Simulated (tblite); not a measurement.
Species: C₅H₁₃NSi.
Cartesian coordinates in Å at the GFN2-xTB level; atoms count from 1:
```
atom  x, y, z in Å
C1     2.6818    0.4145   -0.3204
C2     1.5141   -0.5583   -0.4463
C3     0.2629   -0.0967    0.3066
C4    -0.8050   -1.1932    0.3553
C5    -2.1481   -0.5482    0.6886
Si6   -2.0710    1.1152   -0.2256
N7    -0.3671    1.0314   -0.3541
H8     2.9364    0.5693    0.7262
H9     2.4396    1.3787   -0.7620
H10    3.5582    0.0220   -0.8312
H11    1.2560   -0.6891   -1.4994
H12    1.8164   -1.5298   -0.0481
H13    0.5546    0.1742    1.3355
H14   -0.8666   -1.6499   -0.6345
H15   -0.5295   -1.9690    1.0723
H16   -2.9723   -1.1941    0.3954
H17   -2.2304   -0.3923    1.7645
H18   -2.5896    2.2250    0.5843
H19   -2.6964    1.1037   -1.5522
H20    0.2509    1.7974   -0.5577
```

Calculated harmonic vibrations of the isolated species, GFN2-xTB (tblite), most abundant isotopes, no scaling. Errors from tens to a few hundred cm⁻¹ against measured bands are possible. Modes of hydrogen on silicon can be 10 to 20 % off. One conformer, not necessarily the lowest.

Harmonic wavenumbers (cm⁻¹): 77.3, 82.4, 158.6, 197.6, 240.8, 336.5, 390.7, 414.9, 442.3, 500.0, 529.8, 547.8, 664.4, 727.4, 785.1, 804.3, 819.9, 883.0, 922.4, 948.0, 992.5, 1043.8, 1055.3, 1083.6, 1105.3, 1148.7, 1158.1, 1186.6, 1246.2, 1263.1, 1277.9, 1292.7, 1324.1, 1340.8, 1367.0, 1414.5, 1479.3, 1485.4, 1499.4, 1503.3, 1508.8, 2197.0, 2231.4, 2815.0, 2962.2, 2969.2, 2977.3, 2982.4, 2986.2, 3016.2, 3027.4, 3028.4, 3037.1, 3494.5.

A = 4320, B = 1373, C = 1119 MHz; mass 115.082 u (most abundant isotopes); point group C1, symmetry number 1.

**Question.** What is the zero-point energy?

**Answer.** Half the sum of the wavenumbers: 37487 cm⁻¹ = 448.45 kJ/mol.

**Question.** Entropy at 273.15 K, 1 bar (ideal gas, RRHO, classical rotation)?

**Answer.** Translation 166.22, rotation 117.20, vibration 84.40: S = 367.8 J/(mol K).

**Question.** And Cp and H(273.15 K) − H(0)?

**Answer.** Cp = 138.14 J/(mol K), of which vibrations give 104.88 (their classical limit is 54 R = 449.0); H(273.15 K) − H(0) = 22.21 kJ/mol without the zero-point energy, 13.13 from vibrations.

**Question.** What must be added to the electronic energy to get the Gibbs energy at 273.15 K and 1 bar?

**Answer.** ZPE + [H(273.15 K) − H(0)] − T·S = 448.45 + 22.21 − 100.47 = 370.19 kJ/mol.

**Question.** Which modes carry the vibrational entropy at 273.15 K?

**Answer.** 77.3 cm⁻¹: 15.84; 82.4 cm⁻¹: 15.32; 158.6 cm⁻¹: 10.05; 197.6 cm⁻¹: 8.35; 240.8 cm⁻¹: 6.87; 336.5 cm⁻¹: 4.56 J/(mol K); the other 48 give 23.41 together.

Hindered rotation and anharmonicity are outside this model. Other conformers, if any are populated, would add a mixing term that is left out. The structure is chiral; the term R ln 2 for an equal mix with its mirror image is left out.

The run took 1.2 s of wall time on Arm Neoverse N1, one thread, shared host. The figure is for the frequency step alone.
